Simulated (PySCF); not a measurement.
Compound: C8H9B.
SMILES: `BCC1C2=CC=CC=C21`

A linear-response calculation (PySCF, def2-SVPD basis, gas phase, vertical, core orbitals frozen in the response) gave these numbers; the functional is withheld.

Orbital energies (eV): HOMO-3 -9.94, HOMO-2 -9.39, HOMO-1 -8.66, HOMO -8.08, LUMO -0.26, LUMO+1 0.61, LUMO+2 0.97.

```tsv
state	E (eV)	f	main configurations (H = HOMO, L = LUMO)
S1	5.21	0.065	H→L+1 (42%), H→L (34%), H-1→L+2 (17%)
S2	5.49	0.0015	H→L (40%), H→L+1 (26%), H-2→L (9%)
S3	5.86	0.0043	H-3→L (34%), H-4→L (30%), H-2→L (13%)
S4	5.91	0.0012	H→L+2 (67%), H-1→L+1 (18%)
S5	6.02	0.0025	H-4→L (29%), H-2→L (24%), H-2→L+1 (23%)
S6	6.15	0.0077	H-2→L+1 (57%), H-4→L (16%)
```

Triplets (Tamm–Dancoff): T1 4.04 eV, H→L+2 (49%), H-1→L+1 (37%); T2 4.46 eV, H→L+1 (81%), H→L (12%); T3 4.72 eV, H-1→L+1 (49%), H→L+2 (40%); T4 5.13 eV, H-4→L (32%), H→L (26%), H-2→L (14%).

Vertical ionisation energy by ΔSCF with the same functional: 8.72 eV. Mean static polarisability: 104.3 au.

Question: Which of these was used?
A. B3LYP
B. CAM-B3LYP
C. HF
D. PBE

Answer: B. CAM-B3LYP is range-separated, 19% exact exchange at short range and 65% at long range (ω = 0.33 bohr⁻¹). In this run −ε(HOMO) = 8.08 eV differs from the ΔSCF value by -0.64 eV, and S1 differs from the orbital gap of 7.83 eV by -2.62 eV. The ratio −ε(HOMO)/IP is 0.93. Usual ranges for neutral molecules in this basis: 0.85 to 0.93 with CAM-B3LYP, 0.5 to 0.7 with PBE, 0.67 to 0.83 with B3LYP; with Hartree–Fock the ratio is 1 or more (Koopmans' value less the relaxation energy is the ΔSCF value). The other options: PBE, a GGA without exact exchange; HF, time-dependent Hartree–Fock, 100% exact exchange; B3LYP, a global hybrid with 20% exact exchange.

Level of theory: TDDFT CAM-B3LYP/def2-SVPD, vertical, gas phase, core orbitals frozen in the response in PySCF 2.14.0, density-fitted response routines. One conformer (not necessarily the lowest) at the PBE0-D3(BJ)/def2-SVP geometry, without solvent, vibrations or thermal averaging.

The run took 4.0 min on Arm Neoverse V1, one thread (shared host), and the process peaked at 1.2 GiB of memory.

The values belong to the conformer `[BH2:1][CH2:2][CH:3]1[c:4]2[cH:5][cH:6][cH:7][cH:8][c:9]21`: B1–C2–C3–C4 163°.
